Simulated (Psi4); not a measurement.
H$_{3}$Ga, charge -1, doublet, at a GFN2-xTB geometry (such geometries of metal compounds can be far from the true shape) (a state made from the parent by changing its charge; the spin is typed, not shown lowest) (a gas-phase anion, which may not be bound at this level). Base run: B3LYP/STO-3G (Psi4).

Psi4 was given this input:
```
memory 2 GB

molecule {
-1 2
Ga    0.00000000    0.00000000    0.00000000
H     0.49439046   -0.32091198    1.01603804
H    -0.22367687    1.13344696   -0.21214702
H    -0.27071358   -0.81253499   -0.80389102
}

set {
  basis sto-3g
  reference uks
}

energy('b3lyp')
print_variables()
```

Each row names what was changed in the base input (with any setting that the change needs).

```
change                                            ΔE vs base (eV)  point group used  SCF cycles
------------------------------------------------  ---------------  ----------------  ----------
base                                                         0.00                cs          10
molecule keys = symmetry c1                                  0.00                c1           9
molecule keys = symmetry c1, no_reorient, no_com             0.00                c1           9
molecule keys = no_reorient                                  0.00                c1           9
jitter_ang = 0.002                                           0.01                c1          10
```

Open shells are given as the SCF converged; they aren't shown to be the lowest states, and a large step between rows can be another state.

A gas-phase anion may not be bound at this level; its values then depend on the basis.
